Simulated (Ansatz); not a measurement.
| atom | x (Å) | y (Å) | z (Å) |
| --- | --- | --- | --- |
| Sc | 0.0000 | 0.0000 | 0.0000 |
| P | 0.0000 | 2.5484 | 0.0000 |
| P | 0.0000 | -2.5484 | 0.0000 |

Basis set: pcseg-2 (spherical functions). Charge 0, multiplicity 6.

Computed with Ansatz (development build ahead of 0.2.0); each method stands on the lowest determinant of its kind that the runs found. Restricted functionals stand beside restricted open-shell atoms, which can lie above the unrestricted atoms usual in DFT and then raise those values.

Give the atomization energy at this shape (free ground-state atoms in the same class of orbitals less the molecule, no zero-point energy) of sextet ScP2 by PBE (unrestricted), PBE (restricted open-shell).

```csv
method,atomization energy
PBE (unrestricted),4.16 eV
PBE (restricted open-shell),4.20 eV
```

Caution: other spin multiplicities may lie lower. Caution for PBE (unrestricted): a free atom is spin contaminated.

The shape needn't be a minimum at these levels.
